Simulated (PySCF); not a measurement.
Molecule: C3H9GaO3, net charge 0, singlet state. 
Coordinates optimised at B3LYP-D3(BJ)/def2-TZVP (Ansatz):
SMILES: C[O][Ga]([O]C)[O]C
```xyz
16

C      0.5826     2.6990     0.2776
O     -0.4737     1.7541     0.2482
Ga    -0.2590     0.0021     0.0177
O     -1.7240    -0.9939    -0.0038
C     -1.6824    -2.4044    -0.1786
O      1.3010    -0.8481    -0.1939
C      2.5797    -0.2383    -0.1923
H      1.3188     2.4783     1.0575
H      1.1072     2.7617    -0.6816
H      0.1482     3.6781     0.4902
H     -0.6656    -2.7935    -0.2817
H     -2.1518    -2.8869     0.6831
H     -2.2481    -2.6732    -1.0750
H      2.8219     0.2076     0.7781
H      2.6718     0.5382    -0.9587
H      3.3222    -1.0111    -0.4038
```

Dispersion corrections to the total energy (kcal/mol) from the dftd3 and dftd4 libraries through PySCF: D3(BJ) without and D4 with the three-body term, each with the damping fitted for the functional named.

| functional | D3(BJ) | D4 |
|---|---|---|
| TPSS | -8.55 | -10.23 |
| B2PLYP | … | -5.35 |
| BHLYP | -9.38 | -9.39 |
| B2GP-PLYP | -4.81 | … |
| PBE | -6.72 | -7.62 |
| CAM-B3LYP | -5.60 | -6.64 |
| r2SCAN | -2.03 | … |

Problem. Some entries are withheld; supply them.

Solution. 
- B2PLYP, D3(BJ): -5.63
- B2GP-PLYP, D4: -3.30
- r2SCAN, D4: -2.02
